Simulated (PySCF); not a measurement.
**Working out the ionisation energy of Cl⁺**

Cl⁺ [Ne] 3s2 3p4 (3P) → Cl²⁺ [Ne] 3s2 3p3 (4S). Calculation: PySCF 2.14, in aug-cc-pCVTZ-DK with one added diffuse shell each of s, p, d, f type (9s8p6d4f, 91 functions); scalar relativity by spin-free X2C-1e. Frozen: [Ne]. Energies in hartree (1 hartree = 27.21139 eV):

| part | Cl⁺ (lower) | Cl²⁺ (upper) |
| --- | --- | --- |
| UHF | -460.463189 | -459.633658 |
| CCSD correlation | -0.152014 | -0.118757 |
| (T) | -0.004623 | -0.003428 |

Problem. What does Hartree-Fock give?

Solution. (-459.633658) − (-460.463189) = 0.829531 hartree = 22.573 eV.

Problem. What do CCSD and CCSD(T) give?

Solution. The CCSD correlation energies differ by 0.033257 hartree = 0.905 eV and the triples by 0.001195 hartree = 0.033 eV, so CCSD gives 23.478 eV and CCSD(T) 23.511 eV.

Measured between the centres of the two terms (NIST): 23.771 eV, so CCSD(T) (valence) is off by -0.260 eV.

What remains against the reference includes basis incompleteness, the frozen core and higher excitations.
